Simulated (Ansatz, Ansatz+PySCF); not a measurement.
```xyz
2

Be    0.0000    0.0000   -0.8209
O     0.0000    0.0000    0.4105
```

RHF on singlet BeO was run in several spherical basis sets with Ansatz (development build ahead of 0.2.0).

Question: Rank the basis sets by the total energy that they give, lowest first, with the distance from the lowest.
A. def2-TZVP
B. 6-31G(d)
C. cc-pVTZ
D. 6-31G
E. cc-pVDZ
F. def2-SVP

Answer: C (0.00 eV), A (0.02 eV), E (0.96 eV), B (0.99 eV), D (1.89 eV), F (3.42 eV).

Totals follow the description of the cores as much as that of the bonds, so this order isn't one of quality for chemistry.
